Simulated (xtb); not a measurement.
C9H11 (SMILES Cc1[c]c(C)cc(C)c1), doublet, at a GFN2-xTB geometry. Base run: xtb 6.7.1 with GFN0-xTB.

xtb was given this input:
```
$ xtb mol.xyz --gfn 0 --uhf 1 --json

# file mol.xyz
20

C      2.70229139    -1.12308336     0.07838881
C      1.31544169    -0.55550808     0.04098586
C      0.19817728    -1.34192092     0.03647572
C     -1.09811859    -0.90797608     0.00112288
C     -2.26493714    -1.84888095    -0.01314888
C     -1.27836324     0.47580586    -0.03572301
C     -0.19225501     1.34086178    -0.03462973
C     -0.42276435     2.82485836    -0.06495305
C      1.09348933     0.82413263     0.00399730
H      2.89148621    -1.71105577    -0.81904647
H      2.81762534    -1.78141539     0.93803085
H      3.44411780    -0.33071180     0.13968806
H     -3.19335389    -1.31792891     0.18247984
H     -2.34123449    -2.33334072    -0.98662019
H     -2.13498325    -2.62635073     0.73707748
H     -2.28376020     0.87430878    -0.06398168
H     -0.90159106     3.15082072     0.85821617
H     -1.07716005     3.09260025    -0.89308644
H      0.51548738     3.36268194    -0.17438112
H      1.94559785     1.49065645     0.00652816
```

The base run was repeated with changes; each row names its change, and settings that it needs were set with it.

```json
[
 {"change": "base", "ΔE vs base (kcal/mol)": "0.000"},
 {"change": "etemp = 5000", "ΔE vs base (kcal/mol)": "-5.25"},
 {"change": "file = coord", "ΔE vs base (kcal/mol)": "0.000"},
 {"change": "etemp = 3000", "ΔE vs base (kcal/mol)": "-0.81"},
 {"change": "acc = 1000", "ΔE vs base (kcal/mol)": "0.000"},
 {"change": "etemp = 10000", "ΔE vs base (kcal/mol)": "-36.75"}
]
```
